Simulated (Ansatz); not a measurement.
Relaxation of BFH5NO2 (10 atoms, charge 0, multiplicity 1), to a largest force component of 0.03 eV/Å in at most 50 steps.

The calculation used Ansatz 0.2.0, RHF/6-31G*.

```xyz
10
Properties=species:S:1:pos:R:3
B -0.030 0.489 -0.462
N -0.067 -0.037 2.238
H -0.697 -0.110 3.013
H 0.829 -0.363 2.546
O 1.251 0.091 -0.547
H 1.335 -0.812 -0.815
F -1.017 -0.284 -0.902
O -0.313 1.765 -0.027
H -1.239 1.953 -0.080
H 0.038 0.957 2.009
```

Where does it end, and by what steps?

The forces met the threshold. After 7 steps the energy has fallen by 0.082 eV; H10 moved furthest, 0.42 Å.

```json
{"step": "0", "energy less start (eV)": "0.0000", "largest force component (eV/Å)": "1.066", "accepted": "yes"}
{"step": "1", "energy less start (eV)": "-0.0591", "largest force component (eV/Å)": "0.683", "accepted": "yes"}
{"step": "2", "energy less start (eV)": "-0.0624", "largest force component (eV/Å)": "0.768", "accepted": "yes"}
{"step": "3", "energy less start (eV)": "-0.0684", "largest force component (eV/Å)": "0.548", "accepted": "yes"}
{"step": "4", "energy less start (eV)": "-0.0754", "largest force component (eV/Å)": "0.459", "accepted": "yes"}
{"step": "5", "energy less start (eV)": "-0.0785", "largest force component (eV/Å)": "0.294", "accepted": "yes"}
{"step": "6", "energy less start (eV)": "-0.0813", "largest force component (eV/Å)": "0.036", "accepted": "yes"}
{"step": "7", "energy less start (eV)": "-0.0818", "largest force component (eV/Å)": "0.021", "accepted": "yes"}
```

```xyz
10
Properties=species:S:1:pos:R:3
B -0.043 0.523 -0.477
N -0.045 0.037 2.244
H -0.722 -0.250 2.926
H 0.801 -0.468 2.432
O 1.244 0.128 -0.573
H 1.319 -0.802 -0.729
F -1.026 -0.339 -0.741
O -0.330 1.827 -0.273
H -1.262 1.986 -0.241
H 0.154 1.006 2.405
```

The run took 16 s on 1 thread of Arm Neoverse V2, on a shared host, peak memory 0.15 GiB.
